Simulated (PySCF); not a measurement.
# Ionisation energy of Re(39+) by level of theory

Re(39+) [Kr] → Re(40+) [Ar] 3d10 4s2 4p5 [4p1/2^2 4p3/2^3, M_J = 3/2], as a difference of total energies. Computed with PySCF 2.14 in an uncontracted even-tempered set (16 s from 4.6 bohr⁻², ratio 2.8; 14 p from 5.9 bohr⁻², ratio 2.8; 8 d from 11 bohr⁻², ratio 2.8; 4 f from 29 bohr⁻², ratio 3), with the two-component X2C-1e Hamiltonian. Correlated levels: [Ne] frozen; the 78 highest virtual spinors dropped. "Screened" scales the spin-orbit matrix elements by Boettger's factors to mimic the two-electron term; Breit and QED terms are absent.

Question: Order these methods by the ionisation energy they give, lowest first.
A. GHF (screened spin-orbit)
B. GMP2 (screened spin-orbit)
C. GHF (spin-free)
D. GMP2 (spin-free)

Answer: A (1906.0 eV), B (1907.4 eV), C (1936.2 eV), D (1937.5 eV).

Breit and QED terms and the two-electron picture change are absent.

The spin-free rows lack the spin-orbit shift.

For comparison: 1912 ± 4 eV (theoretical estimate listed by NIST; NIST Atomic Spectra Database, ionization energies).
